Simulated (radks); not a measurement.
Isoelectronic series with 16 electrons, each ion in its NIST ground configuration. Method: scalar-relativistic Kohn-Sham, BLYP, spin-unpolarised, spherical densities, finite nucleus; Fermi nuclear charge, rms radius of each element as measured or else 0.836 A^(1/3) + 0.57 fm; computed with a radial shooting solver on a logarithmic mesh with Libxc functionals. Total energies (hartree) and orbital eigenvalues (hartree):

ion    configuration  E (hartree)         3p         3s         2p
La41+   [Ne] 3s2 3p4   -7016.6282  -114.7914  -121.8388  -292.1687
Pr43+   [Ne] 3s2 3p4   -7569.1182  -125.4597  -133.2212  -317.6359
Pm45+   [Ne] 3s2 3p4   -8145.2914  -136.6233  -145.1718  -344.2287
Eu47+   [Ne] 3s2 3p4   -8745.5740  -148.2866  -157.7023  -371.9570
Tb49+   [Ne] 3s2 3p4   -9370.5151  -160.4539  -170.8267  -400.8313
Ho51+   [Ne] 3s2 3p4  -10020.5045  -173.1302  -184.5572  -430.8629
Tm53+   [Ne] 3s2 3p4  -10696.1876  -186.3202  -198.9102  -462.0630
Lu55+   [Ne] 3s2 3p4  -11398.0349  -200.0292  -213.9002  -494.4438
Ta57+   [Ne] 3s2 3p4  -12126.8262  -214.2624  -229.5469  -528.0174
Re59+   [Ne] 3s2 3p4  -12883.1183  -229.0255  -245.8673  -562.7969
Ir61+   [Ne] 3s2 3p4  -13667.6350  -244.3243  -262.8819  -598.7957
Au63+   [Ne] 3s2 3p4  -14481.1548  -260.1650  -280.6125  -636.0276
Tl65+   [Ne] 3s2 3p4  -15324.4979  -276.5537  -299.0828  -674.5072
Bi67+   [Ne] 3s2 3p4  -16198.5489  -293.4971  -318.3182  -714.2493
